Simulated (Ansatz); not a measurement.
One change: `F[CH2][GeH]([F])[SiH3]` becomes `[F][GeH]([AlH2])[SiH3]`.

Ansatz, PBE0-D4/def2-TZVP geometries, multiplicity 1. Each molecule was computed in one conformer, which needn't be the lowest.

Scalar relativity is left out up to krypton.

| property | `F[CH2][GeH]([F])[SiH3]` |
| --- | --- |
| HOMO–LUMO gap (PBE0/def2-TZVPP) / eV | 7.54 |
| LUMO energy (B3LYP/def2-TZVPP) / eV | -0.92 |
| HOMO–LUMO gap (B3LYP/def2-TZVPP) / eV | 7.11 |
| size of the dipole moment (B3LYP/def2-TZVPP) / D | 0.78 |
| size of the dipole moment (ωB97M-V/def2-TZVPP) / D | 0.79 |
| HOMO energy (PBE0/def2-TZVPP) / eV | -8.24 |

(1) What does the change do to each property? (Best estimate.)

Results:

(1) The calculation gave: 
| property | `[F][GeH]([AlH2])[SiH3]` | shift |
| --- | --- | --- |
| HOMO–LUMO gap (PBE0/def2-TZVPP) / eV | 5.10 | -2.44 |
| LUMO energy (B3LYP/def2-TZVPP) / eV | -2.54 | -1.62 |
| HOMO–LUMO gap (B3LYP/def2-TZVPP) / eV | 4.71 | -2.40 |
| size of the dipole moment (B3LYP/def2-TZVPP) / D | 2.18 | 1.40 |
| size of the dipole moment (ωB97M-V/def2-TZVPP) / D | 2.21 | 1.42 |
| HOMO energy (PBE0/def2-TZVPP) / eV | -7.46 | 0.78 |

With PBE0 the HOMO rises by 0.78 eV and the LUMO falls by 1.66 eV, so the gap narrows by about 2.44 eV. PBE moves the HOMO by 0.57 eV and ωB97M-V by 0.94 eV. Dipoles are sizes alone; their direction can turn.

B3LYP here is the variant with VWN-RPA as its local correlation; programs differ in this.
